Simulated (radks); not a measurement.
Valence configurations of Tl I. Method: non-relativistic Kohn-Sham, BLYP, spin-polarised, spherical densities, point nucleus; open shells are filled with parallel spins first (spin-orbit coupling, left out, can overturn this in heavy ions); relativity is left out, which matters for an element this heavy; computed with a radial shooting solver on a logarithmic mesh with Libxc functionals. Energies are relative to [Hg] 6p1; eigenvalues in eV for spin up.

valence                     E (eV)  moment (Bohr magnetons)    e(4f)    e(5d)   e(6p)    e(6s)
[Hg] 6p1                     0.000                        1  -130.93  -17.987  -2.668   -7.578
[Xe] 4f14 5d10 6s1 6p2       4.211                        3  -132.09  -19.191  -3.452   -8.639
[Xe] 4f14 5d9.5 6s2 6p1.5    8.006                        2  -133.98  -20.465  -3.275   -8.579
[Xe] 4f14 5d9 6s2 6p2       16.752                        3  -137.01  -22.892  -3.851   -9.522
[Xe] 4f14 5d8.5 6s2 6p2.5   26.221                        4  -140.03  -25.284  -4.404  -10.421
[Xe] 4f14 5d9 6p4           28.385                        3  -139.45  -25.190  -4.864        -
[Xe] 4f13.5 5d10 6s2 6p1.5  66.304                        2  -140.94  -21.089  -3.276   -8.595
[Xe] 4f13 5d10 6s2 6p2      137.02                        3  -151.11  -24.226  -3.862   -9.572
[Xe] 4f13 5d10 6p4          148.81                        3  -153.57  -26.549  -4.877        -
[Xe] 4f12 5d10 6s2 6p3      291.97                        5  -171.94  -30.629  -4.995  -11.444

NIST lists [Hg] 6p1 as the ground configuration; this level of theory agrees among the configurations tried. The energies are those of spherical high-spin densities, not of single terms. Relativity is left out, which favours d and f over s occupation in heavy atoms.
